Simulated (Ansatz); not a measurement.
System: silicon dioxide molecule, SiO$_{2}$, charge 0, multiplicity 1. SMILES: O=[Si]=O
Geometry: optimised at B3LYP-D3(BJ)/def2-TZVP (Ansatz, a first-principles code).

B3LYP/6-31G* beside other levels, property by property. Set-up: atomisation electronic, to ground-state atoms; each state is the SCF solution reached for its charge and spin; frozen cores in correlated levels; six Cartesian d functions in 6-31G* and its kin unless marked 5d; open shells spin-unrestricted; non-relativistic; no dispersion term unless named; no spin-orbit coupling; 6-311+G** with 5d, 6d on Na to Ar in Ansatz. CBS marks a two-point X^-3 extrapolation of the correlation energy; Hartree-Fock from the larger set. [CCSD(T)-MP2]/basis is that difference in the basis named. Ab initio and DFT rows: single points at B3LYP-D3(BJ) geometries (Ansatz), with unscaled harmonic terms from B3LYP/6-31G* (Ansatz) at its own minima, enthalpies of formation by atomisation with measured atoms. Sets without +, aug- or the D of def2-TZVPD hold no diffuse functions, which anions need.

Coupled cluster (Ansatz) is a level with limits of its own, used here on species with T1 under 0.025 (0.045 for open shells) and stable references: (a) RI-MP2/CBS(aug-cc-pV(T+d)Z,aug-cc-pV(Q+d)Z)+[CCSD(T)-MP2]/aug-cc-pV(T+d)Z; (b) CCSD(T)/CBS(aug-cc-pV(T+d)Z,aug-cc-pV(Q+d)Z).

| property | B3LYP/6-31G* (Ansatz) | B3LYP/6-311+G** (Ansatz) | MP2/6-31G* (Ansatz) | wB97X-V/def2-TZVPD (Ansatz) | to compare with |
|---|---|---|---|---|---|
| atomisation energy (kcal/mol) | 272.9 | 274.7 | 279.4 | 291.8 | 297.5 coupled cluster (b) |
| vertical electron affinity to the doublet (eV) | 0.90 | 1.64 | 0.42 | 1.44 | 1.48 coupled cluster (a) |
| enthalpy of formation at 298 K (kcal/mol) | -44.3 | -46.1 | -50.7 | -63.1 | -68.9 coupled cluster (b) |

As the rows show:
- atomisation energy: B3LYP/6-31G* lies 24.6 kcal/mol below coupled cluster.
- vertical electron affinity to the doublet: B3LYP/6-31G* lies 0.58 eV below coupled cluster.
- enthalpy of formation at 298 K: B3LYP/6-31G* lies 24.6 kcal/mol above coupled cluster.

The properties are those with a value to compare with, at most eight drawn at random. No case is left out for the size of its miss. Left out are saddle points of the reference geometry, anions that the best level run finds unbound, excited spin states, species near biochemistry, 298 K rows of species without real B3LYP wavenumbers, cases with under five habitual levels, runs that failed or that the program found above a lower state of the same kind, table entries that another table contradicts, and a share of species set aside by lot.
